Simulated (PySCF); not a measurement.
Atomic charges by several schemes

Compound: C₅H₉NO₂.
Atom-mapped SMILES: `[CH3:1][NH:2][C:3](=[O:4])[C@@H:5]([CH3:6])[CH:7]=[O:8]` (hydrogens: H9, H10, H11 on C1; H12 on N2; H13 on C5; H14, H15, H16 on C6; H17 on C7)

Cartesian coordinates in Å at the GFN2-xTB level; atoms count from 1:
```xyz
17
C5H9NO2 angstrom
C      2.6148    0.6476   -0.2081
N      1.1794    0.5682   -0.3411
C      0.4595   -0.4114    0.2287
O      0.9182   -1.3580    0.8221
C     -1.0708   -0.2394    0.0094
C     -1.8340   -1.4223    0.5859
C     -1.4603    1.0681    0.6248
O     -1.1234    2.1452    0.2026
H      3.0750    0.7664   -1.1897
H      2.9033    1.4874    0.4270
H      2.9590   -0.2800    0.2463
H      0.6952    1.3865   -0.6864
H     -1.2081   -0.1733   -1.0754
H     -1.6587   -1.4960    1.6563
H     -1.4867   -2.3447    0.1287
H     -2.9006   -1.3147    0.4030
H     -2.0687    0.9823    1.5426
```

Density: PBE0/pcSseg-1 (PySCF); schemes: Mulliken, IAO, Hirshfeld and ESP-fitted. Geometry: GFN2-xTB, one conformer, isolated molecule.

Task: Atoms with like bonding are taken together and averaged. At which atom do the 4 schemes differ most?

Result: At C5: from -0.454 (Mulliken) to +0.105 e (ESP-fitted), 0.559 e apart.

Task: Do the Mulliken, IAO, Hirshfeld and ESP-fitted schemes agree on where the charge is highest?

Result: All schemes agree: Mulliken C3 (+0.503); IAO C3 (+0.427); Hirshfeld C3 (+0.175); ESP-fitted C3 (+0.487).

Task: For which atoms does the sign change between the 4 schemes (beyond +0.03 e in one, beyond −0.03 e in another)?

Result: C5. Atomic charges aren't observables, and each scheme defines them in its own way.

Task: What partial charge does each atom carry?

Result: In e; atoms taken as equivalent share a row and are averaged (×n: the atom named and its like, n in all):

| atom | environment | Mulliken | IAO | Hirshfeld | ESP-fitted |
| --- | --- | --- | --- | --- | --- |
| C1 | N-methyl carbon | -0.087 | -0.316 | -0.061 | -0.051 |
| N2 | amide nitrogen | -0.518 | -0.338 | -0.104 | -0.435 |
| C3 | amide carbonyl carbon | +0.503 | +0.427 | +0.175 | +0.487 |
| O4 | amide oxygen | -0.424 | -0.496 | -0.272 | -0.504 |
| C5 | sp3 carbon next to a carbonyl | -0.454 | -0.219 | -0.042 | +0.105 |
| C6 | methyl carbon | -0.181 | -0.421 | -0.121 | -0.400 |
| C7 | aldehyde carbon | +0.300 | +0.270 | +0.140 | +0.373 |
| O8 | aldehyde oxygen | -0.371 | -0.397 | -0.214 | -0.465 |
| H9/H10/H11 | methyl hydrogen | +0.126 | +0.157 | +0.049 | +0.076 |
| H12 | amide N–H hydrogen | +0.211 | +0.279 | +0.116 | +0.294 |
| H13 | methine hydrogen | +0.172 | +0.172 | +0.054 | +0.016 |
| H14/H15/H16 | methyl hydrogen | +0.127 | +0.153 | +0.044 | +0.109 |
| H17 | formyl hydrogen | +0.090 | +0.108 | +0.049 | +0.025 |

Mean size of the charges over all atoms: IAO 0.257 e, Mulliken 0.240 e, ESP-fitted 0.218 e, Hirshfeld 0.096 e. Each set sums to the total charge, 0, to within 0.001 e. The Hirshfeld scheme divides the density at each point in proportion to the densities of the neutral, spherically averaged free atoms. The ESP scheme fits charges at the nuclei, held to the total charge, to the electrostatic potential on points at 1.4 to 2.0 times the van der Waals radii.

Some averages cover members that differ in this geometry: H9/H10/H11, IAO +0.146 to +0.176; H14/H15/H16, ESP-fitted +0.099 to +0.129; H9/H10/H11, ESP-fitted +0.063 to +0.088 e.

Task: How closely do the schemes follow one another over all atoms?

Result: Correlation coefficient and root-mean-square difference: IAO with Hirshfeld 0.95, 0.175 e; Hirshfeld with ESP-fitted 0.94, 0.176 e; Mulliken with IAO 0.92, 0.114 e; IAO with ESP-fitted 0.90, 0.124 e; Mulliken with Hirshfeld 0.89, 0.186 e; Mulliken with ESP-fitted 0.84, 0.160 e.

Task: How many electrons does the IAO scheme count on C3?

Result: Z − q = 6 − (+0.427) ≈ 5.572.

Task: Sum the charges by element, for elements with more than one atom.

Result: 
```
element  atoms  Mulliken     IAO  Hirshfeld  ESP-fitted
      C      5    +0.081  -0.258     +0.092      +0.514
      O      2    -0.796  -0.892     -0.486      -0.970
      H      9    +1.233  +1.489     +0.498      +0.891
```

The run behind these numbers computed NMR shieldings as well. The run took 24 s on one thread, Arm Neoverse V2, on a shared host.
